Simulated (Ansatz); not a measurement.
Start from `NBOCF` and change one atom or group to get `FC[O][SnH3]`.

Ansatz, PBE0-D4/def2-TZVP geometries, multiplicity 1. Each molecule was computed in one conformer, which needn't be the lowest.

Elements past krypton have def2 core potentials.

```tsv
property	`NBOCF`
size of the dipole moment (ωB97M-V/def2-TZVPP) / D	2.14
HOMO energy (PBE/def2-TZVPP) / eV	-6.69
LUMO energy (PBE/def2-TZVPP) / eV	0.00
HOMO energy (B3LYP/def2-TZVPP) / eV	-7.87
HOMO energy (ωB97M-V/def2-TZVPP) / eV	-10.51
LUMO energy (PBE0/def2-TZVPP) / eV	0.97
```

(1) Give the same properties after the change, and the shifts. (Best estimate.)

Results:

(1) Computed: 
```
                                          property  `FC[O][SnH3]`  shift
size of the dipole moment (ωB97M-V/def2-TZVPP) / D           1.67  -0.47
                 HOMO energy (PBE/def2-TZVPP) / eV          -6.46   0.23
                 LUMO energy (PBE/def2-TZVPP) / eV          -1.29  -1.29
               HOMO energy (B3LYP/def2-TZVPP) / eV          -7.80   0.07
             HOMO energy (ωB97M-V/def2-TZVPP) / eV         -10.38   0.13
                LUMO energy (PBE0/def2-TZVPP) / eV          -0.50  -1.47
```

With PBE0 the HOMO rises by 0.12 eV and the LUMO falls by 1.47 eV, so the gap narrows by about 1.59 eV. PBE moves the HOMO by 0.23 eV and ωB97M-V by 0.13 eV. Dipoles are sizes alone; their direction can turn.

B3LYP here is the variant with VWN-RPA as its local correlation; programs differ in this.
